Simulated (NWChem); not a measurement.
C2H4FNSi; SMILES N[Si@@H](F)C#C

```xyz
9

C      0.0151     2.5640    -0.1269
C      0.0383     1.3605     0.0488
Si     0.0840    -0.4456     0.3393
N     -1.4250    -1.0955    -0.1067
F      1.3351    -1.0133    -0.5360
H     -0.0054     3.6286    -0.2822
H      0.3840    -0.7959     1.7470
H     -1.9161    -0.7724    -0.9319
H     -1.7033    -2.0315     0.1624
```
Atoms are numbered in this order, from 1.

Coordinates come from a PBE0/def2-SVP optimisation. B3LYP is NWChem's, with the RPA form of VWN correlation.

### Question
Give the principal values of the shielding tensors (ppm) of C1, C2, Si3, N4, F5 from B3LYP/6-31G* (spherical d), GIAO (NWChem), with their diamagnetic and paramagnetic parts as GIAO splits them.

### Answer
| atom | σ11 | σ22 | σ33 | isotropic | diamagnetic | paramagnetic |
|---|---|---|---|---|---|---|
| C1 | 26.3 | 34.4 | 255.6 | 105.4 | 269.3 | -163.8 |
| C2 | 26.9 | 34.8 | 288.8 | 116.8 | 254.8 | -137.9 |
| Si3 | 416.4 | 459.3 | 463.5 | 446.4 | 884.1 | -437.7 |
| N4 | 199.3 | 220.7 | 258.1 | 226.0 | 322.2 | -96.2 |
| F5 | 242.8 | 319.3 | 369.2 | 310.4 | 473.0 | -162.5 |
